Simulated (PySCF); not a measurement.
PySCF job for C2H7ClSi3, SMILES C1[Si@H]([SiH2][SiH2]C=1)Cl, SMD-B3LYP/6-31G*. Coordinates come from a B3LYP-D3(BJ)/def2-SVP optimisation. The structure was generated by enumeration; whether it is a known compound was not checked.

```python
import numpy as np
from pyscf import gto, scf, dft
from pyscf.solvent import smd

mol = gto.M(
    atom='''
    Cl    2.39375435    0.44277080   -1.03129937
    Si    1.05050337   -0.00468257    0.51295129
    C     0.24875279   -1.67021029    0.16141021
    C    -1.07943733   -1.80303197   -0.04552782
    Si   -2.29019221   -0.34486637   -0.00478346
    Si   -0.81962434    1.42149765    0.50561687
    H     1.84803260   -0.05135432    1.77031453
    H     0.88719263   -2.56398230    0.10984433
    H    -1.47727251   -2.80758457   -0.25222936
    H    -2.98493443   -0.21257617   -1.32009696
    H    -3.33203959   -0.57140468    1.04143387
    H    -0.73204602    2.47531327   -0.54310839
    H    -1.08826480    2.03665693    1.83765099
    ''',
    basis='6-31G*',
    charge=0,
    spin=0,
    max_memory=1600,
    verbose=3,
)
mf = dft.RKS(mol, xc='b3lyp').density_fit(auxbasis='def2-universal-jkfit')
mf.grids.level = 3
mf.conv_tol = 1e-9
mf.max_cycle = 100
mf.kernel()
res = {}
for name in ['water', 'ethanol', 'chloroform']:
    s = mf.SMD()
    s.with_solvent.solvent, s.with_solvent.sasa_ng = name, 194
    s.kernel(mf.make_rdm1())
    res[name] = (s.e_tot, s.with_solvent.get_cds(), s.dip_moment(), s.mo_energy, s.converged)
    print(f'SMD {name}: dG(solv) = {(s.e_tot - mf.e_tot) * 627.509474:.3f} kcal/mol, of which CDS {res[name][1] * 627.509474:.3f}')
```

It prints:

```
converged SCF energy = -1409.12854035532
converged SCF energy = -1409.12533144453
Dipole moment(X, Y, Z, Debye): -1.96007, -1.44016,  1.43205
SMD water: dG(solv) = 2.014 kcal/mol, of which CDS 4.644
converged SCF energy = -1409.13345689409
Dipole moment(X, Y, Z, Debye): -1.94508, -1.41922,  1.41360
SMD ethanol: dG(solv) = -3.085 kcal/mol, of which CDS -0.571
converged SCF energy = -1409.13391520235
Dipole moment(X, Y, Z, Debye): -1.85679, -1.30782,  1.31936
SMD chloroform: dG(solv) = -3.373 kcal/mol, of which CDS -1.501
```

The run converged.
